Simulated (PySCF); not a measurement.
B(H)3(py), C₅H₈BN, singlet (GFN2-xTB optimised geometry):

```
15

B      0.003    -2.389     0.000
H     -0.430    -2.886     0.993
H     -0.423    -2.877    -1.001
H      1.201    -2.389     0.000
C     -0.970     1.832    -0.003
C     -0.731     1.151    -1.189
C     -0.445    -0.199    -1.142
N     -0.385    -0.881     0.000
C     -0.612    -0.232     1.140
C     -0.904     1.117     1.183
H     -1.201     2.886    -0.005
H     -0.770     1.660    -2.139
H     -0.255    -0.769    -2.038
H     -0.552    -0.827     2.038
H     -1.082     1.598     2.132
```

Level of theory: CAM-B3LYP/def2-TZVP run with PySCF 2.14.0.

Problem. What are the frontier orbital energies and the dipole moment?

Solution. HOMO-2 -9.82 eV, HOMO-1 -9.19 eV, HOMO -8.60 eV, LUMO -0.87 eV, LUMO+1 -0.19 eV; dipole moment 6.71 D.

On the same geometry PySCF with PBE/def2-TZVP gives HOMO-2 -7.55 eV, HOMO-1 -6.40 eV, HOMO -6.09 eV, LUMO -2.78 eV, LUMO+1 -2.23 eV; dipole moment 6.23 D.

Meta-Löwdin charges at CAM-B3LYP/def2-TZVP: B1 -0.43, H2 -0.03, H3 -0.03, H4 -0.02, C5 -0.07, C6 -0.13, C7 0.03, N8 0.05, C9 0.03, C10 -0.13, H11 0.14, H12 0.14, H13 0.15, H14 0.15, H15 0.14.
